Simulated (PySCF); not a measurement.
## How methods differ on the ionisation energy of Al²⁺

Al²⁺ [Ne] 3s1 (2S) → Al³⁺ [Ne] (1S), as a difference of total energies. All numbers are calculated (PySCF 2.14, the non-relativistic Hamiltonian (point nucleus), in aug-cc-pwCVTZ (8s7p5d3f, 75 functions)). Correlated levels: valence and next inner shell: 1s2 frozen. The calculations carry no spin-orbit coupling.

| method | ionisation energy (eV) |
| --- | --- |
| UHF | 28.040 |
| MP2 (valence and next inner shell) | 28.348 |
| SCS-MP2 (valence and next inner shell) | 28.285 |
| CCSD (valence and next inner shell) | 28.357 |
| CCSD(T) (valence and next inner shell) | 28.366 |

How much does correlation contribute at CCSD(T) (valence and next inner shell)?

28.366 − (28.040) = 0.326 eV, measured against UHF.

Errors of the correlated levels include the incompleteness of this basis and the frozen core.

For comparison: 28.448 eV (measured; NIST Atomic Spectra Database, ionization energies).
